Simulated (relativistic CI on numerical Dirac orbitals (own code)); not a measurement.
# Calculated levels, I⁵⁰⁺

Computed by Dirac-Coulomb-Breit CI, KLI orbitals optimised for each configuration, a model potential for QED, unscaled Slater integrals (own radial code, finite nucleus).

Configuration list (outside the closed core 1s2): 2s, 2p, 3s, 3p, 3d, 4s, 4p, 4d, 4f, 5s, 5p, 5d, 5f, 5g, 6s, 6p, 6d. Levels of other configurations are missing.

The lowest level is 2s 2S_1/2, with 100 % of that term; Hund's rules for 2s give 2S with J = 1/2, in agreement.

| No. | Configuration | Term | J | E (eV) | % | Next component (%) |
| --- | --- | --- | --- | --- | --- | --- |
| 1 | 2s | 2S | 1/2 | 0.00 | 100 |  |
| 2 | 2p | 2P° | 1/2 | 116.98 | 100 |  |
| 3 | 2p | 2P° | 3/2 | 460.46 | 100 |  |
| 4 | 3s | 2S | 1/2 | 5297.28 | 100 |  |
| 5 | 3p | 2P° | 1/2 | 5329.52 | 100 |  |
| 6 | 3p | 2P° | 3/2 | 5431.57 | 100 |  |
| 7 | 3d | 2D | 3/2 | 5441.79 | 100 |  |
| 8 | 3d | 2D | 5/2 | 5472.85 | 100 |  |
| 9 | 4s | 2S | 1/2 | 7123.74 | 100 |  |
| 10 | 4p | 2P° | 1/2 | 7136.93 | 100 |  |
| 11 | 4p | 2P° | 3/2 | 7179.84 | 100 |  |
| 12 | 4d | 2D | 3/2 | 7184.12 | 100 |  |
| 13 | 4d | 2D | 5/2 | 7197.26 | 100 |  |
| 14 | 4f | 2F° | 5/2 | 7197.47 | 100 |  |
| 15 | 4f | 2F° | 7/2 | 7203.94 | 100 |  |
| 16 | 5s | 2S | 1/2 | 7960.16 | 100 |  |
| 17 | 5p | 2P° | 1/2 | 7966.80 | 100 |  |
| 18 | 5p | 2P° | 3/2 | 7988.69 | 100 |  |
| 19 | 5d | 2D | 3/2 | 7990.88 | 100 |  |
| 20 | 5d | 2D | 5/2 | 7997.60 | 100 |  |
| 21 | 5f | 2F° | 5/2 | 7997.72 | 100 |  |
| 22 | 5g | 2G | 7/2 | 8001.04 | 100 |  |
| 23 | 5f | 2F° | 7/2 | 8001.04 | 100 |  |
| 24 | 5g | 2G | 9/2 | 8003.01 | 100 |  |
| 25 | 6s | 2S | 1/2 | 8411.07 | 100 |  |
| 26 | 6p | 2P° | 1/2 | 8414.88 | 100 |  |
| 27 | 6p | 2P° | 3/2 | 8427.51 | 100 |  |
| 28 | 6d | 2D | 3/2 | 8428.77 | 100 |  |
| 29 | 6d | 2D | 5/2 | 8432.66 | 100 |  |

Energies count from the lowest computed level; ° marks odd parity.

The mean weight of the leading LS term, summed over parents, in these 29 levels is 100 %, and that of the leading jj configuration (from the same eigenvectors) 100 %.

At this charge energies of transitions that change n are usually good to better than 1 %, and those within a shell (Δn = 0) to a few per cent.
